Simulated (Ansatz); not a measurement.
`[CH3][Ge]([CH3])([Cl])[Cl]` + H₂ → `[CH3][GeH]([Cl])[Cl]` + CH₄  (hydrogenolysis of a Ge–C bond)

Calculated with Ansatz (gas phase, PBE0-D4/def2-TZVP geometries, no zero-point term in ΔE). CBS: MP2 limit from def2 TZ/QZ plus the TZ coupled-cluster correction, frozen cores. This one scheme is used for every species. Functionals use def2-TZVPP. B3LYP here is the variant with VWN-RPA as its local correlation; programs differ in this. For Ge outer-core shells are correlated without core-valence functions, which leaves a few kJ/mol of doubt a bond. Scalar relativity is left out up to krypton.

Problem. Is it downhill or uphill in electronic energy at CCSD(T)/CBS, and by how much? (An estimate is asked.)

Solution. Computed: Downhill: ΔE = -4.5 kcal/mol.

Problem. What do these levels give: LDA (SPW92), PBE-D4, B3LYP-D4, r2SCANh-D4, r2SCAN0-D4, CAM-B3LYP-D4, B2PLYP, r2SCAN0, MP2/def2-SVP, SCS-MP2/def2-TZVPP, SCS-MP2/def2-QZVPP, CCSD/CBS(def2)? (Best estimate.)

Solution. Ansatz gave: LDA (SPW92) -5.5, PBE-D4 -5.0, B3LYP-D4 -5.8, r2SCANh-D4 -5.3, r2SCAN0-D4 -5.6, CAM-B3LYP-D4 -6.5, B2PLYP -6.5, r2SCAN0 -6.1, MP2/def2-SVP -6.6, SCS-MP2/def2-TZVPP -4.6, SCS-MP2/def2-QZVPP -4.6, CCSD/CBS(def2) -5.6 kcal/mol.

Largest T1 diagnostic among the species: 0.009.

Leaving LDA and LC-ωPBE aside and taking each functional with its dispersion term where it has one, the values, not all of them listed here, spread over 3.8 kcal/mol, from B97M-V to revPBE-D4. LDA lies +1.1 kcal/mol from PBE without D4. At CCSD(T), def2-SVP lies −3.6 kcal/mol from the extrapolated value and def2-TZVPP −0.1 kcal/mol. The D4 term adds +2.6 kcal/mol with B3LYP and +1.5 kcal/mol with PBE0; it sums over pairs of atoms, weighted by their polarisabilities, and B3LYP, whose exchange is more repulsive, gets the larger term.
